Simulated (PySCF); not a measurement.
N²⁺: excitation energy

N²⁺ [He] 2s2 2p1 (2P) → N²⁺ [He] 2s1 2p2, s spin flipped, as a difference of total energies. Calculation: PySCF 2.14, in def2-TZVPPD (6s3p3d1f, 37 functions); no relativity, point nucleus. Correlated levels: valence and next inner shell: nothing frozen. The calculations carry no spin-orbit coupling.

| method | excitation energy (eV) |
| --- | --- |
| UHF | 13.884 |
| MP2 (valence and next inner shell) | 12.946 |
| SCS-MP2 (valence and next inner shell) | 12.871 |

Q: How much does correlation contribute at MP2 (valence and next inner shell)?

A: 12.946 − (13.884) = -0.938 eV, measured against UHF.

The upper determinant mixes two multiplicities, so it lies between the two terms.

The coupled-cluster amplitudes are large for the upper state (T1 above 0.03 or a double amplitude above 0.15), so a single reference is strained.
